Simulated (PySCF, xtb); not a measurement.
BrGe, SMILES [Br][Ge] (connectivity only; charge and spin as stated), charge +1, multiplicity 1.

xtb with GFN2-xTB at its own geometry gives an orbital gap of 3.59 eV.

Geometry: B3LYP-D3(BJ)/def2-TZVP. The spin state was assumed, not searched.

### Question
What does HF/def2-TZVPD (PySCF) give? (The exact figures need the calculation; the answer reports its results.)

### Answer
gap 11.54 eV (levels -17.78 and -6.24 eV).
